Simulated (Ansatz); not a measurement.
Ansatz (a quantum-chemistry and plane-wave program) was given this input:
Ansatz 0.2 input:
```yaml
crystal:
  periodic: [false, false, false]
  atoms:
    - {symbol: F, position_ang: [-0.00000000, -0.00000000, -1.18647100]}
    - {symbol: B, position_ang: [0.00000000, 0.00000000, 0.07261760]}
    - {symbol: O, position_ang: [0.00000000, 0.00000000, 1.28939388]}
basis:
  gaussian:
    orbitals: cc-pVTZ
hamiltonian:
  xc: b3lyp
total_charge: 1
magnetization: {spin_polarized: true, initial_magnetization: 1}
```

### Question
What does this run give for the total energy, number of basis functions, <S^2>?

### Answer

The total energy is -199.5974 Eh and the number of basis functions comes out as 90. The <S^2> is 0.753.
